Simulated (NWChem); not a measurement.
System: C3H7BO; SMILES C=CCBO

NWChem input:

```
start job
memory heap 200 mb stack 900 mb global 1100 mb
geometry units angstroms noautosym nocenter noautoz
  B     -0.356914     1.263546    -0.352233
  C     -0.588278    -0.034068     0.531647
  C     -0.342041    -1.286458    -0.272822
  C      0.638018    -2.166489    -0.057037
  H     -1.641144    -0.019870     0.861780
  H      0.029610    -0.040048     1.442043
  H     -1.017188    -1.445947    -1.114328
  H      1.340941    -2.052735     0.766288
  H      0.771769    -3.037905    -0.692089
  H     -0.930632     1.419963    -1.392849
  O      0.483948     2.271179    -0.004157
  H      0.934338     2.104759     0.839089
end
basis spherical
  * library 6-31g*
end
dft
  xc b3lyp
  iterations 150
end
property
  shielding
end
task dft property
```

Geometry: optimised at B3LYP/6-31G* (spherical d). B3LYP is NWChem's, with the RPA form of VWN correlation.

GIAO values for the isolated, static molecule; σ is the absolute isotropic shielding, δ = σ(reference) − σ with the isolated reference molecule computed at the same levels (13C: tetramethylsilane, 1H: tetramethylsilane, 17O: water).

Atoms are numbered as in the input.

Problem. Give the results of this calculation. (B3LYP/6-31G* (spherical d), GIAO.) Quantities: δ C2 (ppm); δ C3 (ppm); δ C4 (ppm); δ H5 (ppm); δ H7 (ppm); δ O11 (ppm); δ H12 (ppm).

Solution. 
| Quantity | Result |
|---|---|
| δ C2 (ppm) | 33.8 |
| δ C3 (ppm) | 125.8 |
| δ C4 (ppm) | 108.4 |
| δ H5 (ppm) | 2.01 |
| δ H7 (ppm) | 6.11 |
| δ O11 (ppm) | 162.6 |
| δ H12 (ppm) | 5.25 |
